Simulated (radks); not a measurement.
Q: Radial electron density D(r) = 4 pi r^2 rho(r) of an atom or ion with 30 electrons. Method: Dirac Kohn-Sham, BLYP, spin-unpolarised, spherical densities, finite nucleus; Fermi nuclear charge, rms radius of each element as measured or else 0.836 A^(1/3) + 0.57 fm; computed with a radial shooting solver on a logarithmic mesh with Libxc functionals.

```
   r/bohr * D(r) (the largest magnitude, 43.9, reaches the edge; | marks zero)
 0.003612 |   *
 0.004138 |    *
 0.004741 |     *
 0.005388 |      *
 0.006173 |        *
 0.007073 |          *
 0.008103 |             *
  0.00921 |                *
  0.01055 |                   *
  0.01209 |                       *
  0.01374 |                           *
  0.01574 |                               *
  0.01803 |                                   *
  0.02066 |                                       *
  0.02348 |                                          *
   0.0269 |                                             *
  0.03082 |                                              *
  0.03503 |                                               *
  0.04014 |                                              *
  0.04598 |                                            *
  0.05268 |                                         *
  0.05987 |                                       *
   0.0686 |                                     *
  0.07859 |                                      *
  0.08932 |                                        *
   0.1023 |                                            *
   0.1172 |                                                *
   0.1343 |                                                    *
   0.1527 |                                                      *
   0.1749 |                                                    *
   0.2004 |                                               *
   0.2278 |                                        *
   0.2609 |                                *
   0.2989 |                           *
   0.3425 |                         *
   0.3893 |                           *
    0.446 |                              *
   0.5109 |                                *
   0.5807 |                                *
   0.6653 |                             *
   0.7622 |                        *
   0.8733 |                  *
   0.9925 |            *
    1.137 |        *
    1.303 |     *
    1.481 |   *
    1.696 |  *
    1.944 | *
    2.227 | *
    2.531 |*
    2.899 |*
    3.322 *
    3.775 *
    4.325 *
    4.955 *
    5.677 *
    6.453 *
    7.393 *
```

What is the nuclear charge?

A: Z = 31. The innermost maximum, from 1s, lies near gamma/Z bohr with gamma = sqrt(1 - (Z/c)^2) = 0.974, here 0.0314 bohr (found: 0.0339), and its height grows with Z. The density is that of the gallium ion Ga+ in [Ar] 3d10 4s2; the configuration itself is not fixed sharply by these data, and Z only to about a unit. D(r) has 3 maxima, at r = 0.0339, 0.154, 0.540 bohr, and minima at 0.0725, 0.342 bohr, inside which lie 2.11, 10.95 electrons.
